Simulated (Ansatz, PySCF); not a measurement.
The pair A = C2H2 (SMILES C#C) (first 4 atoms), B = CH2O (SMILES C=O); geometry from B3LYP-D3(BJ)/def2-TZVP.
(charge 0, multiplicity 1):
```csv
atom,x (Å),y (Å),z (Å)
C,0.4486,0.0475,-0.6377
C,-0.2297,-0.0232,0.3473
H,1.0422,0.1093,-1.5169
H,-0.8198,-0.0847,1.2355
C,0.3199,0.0549,3.7284
O,-0.8471,-0.0776,3.4749
H,1.0833,0.1373,2.9326
H,0.6854,0.1006,4.7707
```

Rows in 6-31G* carry no dispersion term and start afresh at each structure (6-31G* with six Cartesian d functions).

Run with Ansatz (Gaussian basis) for Hartree–Fock, density functionals and correlated methods; PySCF for 6-31G* rows. Each number belongs to the level named beside it.

Total energies (hartree), monomers frozen at their geometry in the pair:

```csv
structure,HF/6-31G*,HF/aug-cc-pVDZ,PBE/def2-TZVPPD
AB,-190.6871072,-190.7172909,-191.6771129
A in the pair's basis,-76.8177238,-76.8288195,-77.2523436
B in the pair's basis,-113.8667088,-113.8857746,-114.4209205
A,-76.8173290,-76.8286166,-77.2522739
B,-113.8654516,-113.8854480,-114.4208789
```

**Question.** Work out the interaction energy without and with the counterpoise correction, and the superposition error, for each level.

**Answer.** 
E(AB) − E(A) − E(B), times 627.509 kcal/mol, with the monomers in their own basis and then in the pair's basis:
- HF/6-31G*: -2.72 uncorrected, -1.68 corrected; the monomers gain 1.04 kcal/mol from borrowed functions
- HF/aug-cc-pVDZ: -2.02 uncorrected, -1.69 corrected; the monomers gain 0.33 kcal/mol from borrowed functions
- PBE/def2-TZVPPD: -2.48 uncorrected, -2.42 corrected; the monomers gain 0.07 kcal/mol from borrowed functions

Ansatz is a program for electronic structure.
